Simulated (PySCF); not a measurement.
Species: C₇H₃F₃.
Geometry (PBE0-D3(BJ)/def2-SVP, Å), atoms numbered from 1 in this order:
```xyz
13
C7H3F3 angstrom
C      4.410    1.157   -0.838
C      3.297    0.839   -0.460
C      2.048    0.480   -0.035
C      0.930    0.160    0.340
C     -0.344   -0.225    0.815
C     -1.456   -0.254    0.066
C     -2.780   -0.674    0.614
F     -2.717   -1.004    1.905
F     -3.258   -1.731   -0.051
F     -3.681    0.307    0.489
H      5.393    1.437   -1.171
H     -0.409   -0.517    1.870
H     -1.455    0.027   -0.990
```

Method used: PySCF, TDDFT CAM-B3LYP/def2-SVPD, vertical, gas phase, core orbitals frozen in the response.

Ground-to-excited transition dipoles (e·a0, same axes as the geometry; the sign carries no meaning), for the states with f of 0.002 or more among the lowest 9:

```tsv
state	E (hartree)	μx	μy	μz
S2	0.1611	1.271	0.277	-0.081
S4	0.2277	2.569	0.580	-0.241
S7	0.2599	0.472	0.164	-0.277
S9	0.2695	-0.301	-0.079	0.075
```

Task: Work out the oscillator strengths.

Result: f = (2/3) ΔE |μ|² with ΔE in hartree (27.2114 eV).

```
state  |μ|² (au)  |μ| (D)      f
   S2      1.698     3.31  0.182
   S4      6.996     6.72  1.062
   S7      0.326     1.45  0.056
   S9      0.102     0.81  0.018
```

Task: Label these states by symmetry in Cs.

Result: The ground state is totally symmetric, so the direction of μ fixes the label. Polarised in the mirror plane, so A′: S2, S4, S7 and S9.

Task: What angle do the transition dipoles of S2 and S9 make?

Result: |cos θ| = |μa·μb| / (|μa| |μb|) = 0.98, so θ ≈ 10° (taken between 0 and 90°, since the signs are arbitrary).

Task: How is the summed strength of these states shared among x, y and z?

Result: (2/3) Σ ΔE μα² gives 1.230 for x, 0.065 for y and 0.024 for z, 1.319 in all.

Task: What peak molar absorption coefficient would the strongest computed level give as a lone Gaussian band 0.3 eV wide at half height?

Result: ε(max) = 2.175×10⁸ f / FWHM, with the width in cm⁻¹. S4: 2.175×10⁸ × 1.0618 / 2420 ≈ 95000 L mol⁻¹ cm⁻¹.

All these states lie below the vertical ionisation energy of 9.36 eV (ΔSCF).
